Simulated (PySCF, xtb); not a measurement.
Al(H)(OH)(nPr) (C₃H₉AlO), SMILES CC[CH2][AlH][OH]. One conformer was computed; it need not be the lowest.

Harmonic wavenumbers (cm⁻¹) from GFN2-xTB in xtb at its own minimum, in rising order: 44, 64, 71, 199, 234, 324, 407, 453, 492, 600, 619, 652, 797, 904, 934, 956, 1050, 1089, 1177, 1207, 1266, 1325, 1414, 1467, 1492, 1504, 1506, 1826, 2869, 2894, 2930, 2951, 3021, 3022, 3028, 3760.

Problem. What does PBE-D3(BJ)/def2-SVP in PySCF give at its own minimum? (The exact figures need the calculation; the answer reports its results.)

Solution. 21, 79, 114, 228, 256, 321, 373, 458, 540, 610, 649, 683, 756, 838, 882, 949, 1016, 1054, 1136, 1180, 1275, 1300, 1342, 1374, 1411, 1417, 1426, 1852, 2934, 2950, 2959, 2982, 3002, 3047, 3050, 3805. Paired by order, the mean absolute difference is 38 cm⁻¹ and the zero-point energies are 69.4 and 69.0 kcal/mol.
